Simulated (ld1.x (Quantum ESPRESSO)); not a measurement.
**What one change does to a pseudopotential (cadmium, TM)**

ld1.x (Quantum ESPRESSO) 7.5 input, shortened:

```
&input
   title='Cd', zed=48., rel=1, dft='PBE', iswitch=3,
   config='[Kr] 4d10 5s2 5p0'
 /
 &inputp
   pseudotype=2, tm=.true., lloc=2,
   nlcc=.true.
 /
3
5S  1  0   2.00   0.00  2.15  2.15  0.0
5P  2  1   0.00   0.00  3.00  3.00  0.0
4D  3  2  10.00   0.00  1.75  1.75  0.0
 &test
   configts(1)='4d10 5s2 5p0'
 /
```

All-electron outer shells of the reference configuration (PBE, scalar-relativistic, ld1.x):

| shell | level (eV) | outermost node (bohr) | outermost maximum (bohr) |
| --- | --- | --- | --- |
| 4s | -105.92 | 0.43 | 0.79 |
| 4p | -66.97 | 0.43 | 0.84 |
| 4d | -11.73 | 0.42 | 0.98 |
| 5s | -5.66 | 1.07 | 2.35 |
| 5p | -1.18 | 1.20 | 3.33 |

Change: all radii but the core radius scaled by about 0.83 (s 1.80, p 2.50, d 1.46 bohr).

Cutoffs: the cutoffs (Ry, on a coarse ladder) from which the occupation-weighted sum of valence levels, in a spherical-Bessel basis at the reference potential, stays within 10 and 1 mRy of its value at 400 Ry; they do not see the model core or the augmentation charge, which bear on the density cutoff. Errors are all-electron minus pseudo energies relative to the spin-unpolarised reference configuration.

Q: Predict the effect on cutoff, ghosts and configuration errors.

A: The potential gets harder (70 Ry and 100 Ry → 80 Ry and 120 Ry); both files keep a bound ghost (p, s); of the 6 tests that both files solve, the error grows in 1 and shrinks in 5 by more than 15 % and 0.3 meV (median size 7.7 → 5.6 meV). A smaller radius makes the pseudo-wave follow the all-electron one further in, where it bends more sharply, so more plane waves are needed.

```csv
quantity,base,changed
"cutoff, loose",70 Ry,80 Ry
"cutoff, tight",100 Ry,120 Ry
loose cutoff by channel (10 mRy a level),"s 8 Ry, d 55 Ry","s 18 Ry, d 60 Ry"
bound ghosts,"s, p","s, p"
"tests counted (converged, no solver errors)",6 of 7,6 of 7
"error for 4d10 5s1 5p0, meV [ΔE 9.27 eV]",-7.2,-5.4
"error for 4d10 5s0 5p0, meV [ΔE 26.40 eV]",-42,-32
"error for 4d9 5s0 5p0, meV [ΔE 64.41 eV]",-78,-90
"error for 4d10 5s0 5p2, meV [ΔE 9.67 eV]",-8.3,-5.8
"error for 4d10 5s1.5 5p0, meV [ΔE 3.71 eV]",-1.7,-1.3
"error for 4d10 5s1 5p1, meV [ΔE 4.67 eV]",-2.2,-1.6
```

Base: Tests not counted: 4d9 5s2 5p1 (solver errors, printed error -2.9 eV). Changed file: Tests not counted: 4d9 5s2 5p1 (solver errors, printed error -2.7 eV). A true bound ghost makes a file unfit for plane-wave use even where its test errors are small: the radial tests pick states by their node count and pass the ghost by. Where a test does run into it, the solver fails or the error is huge.
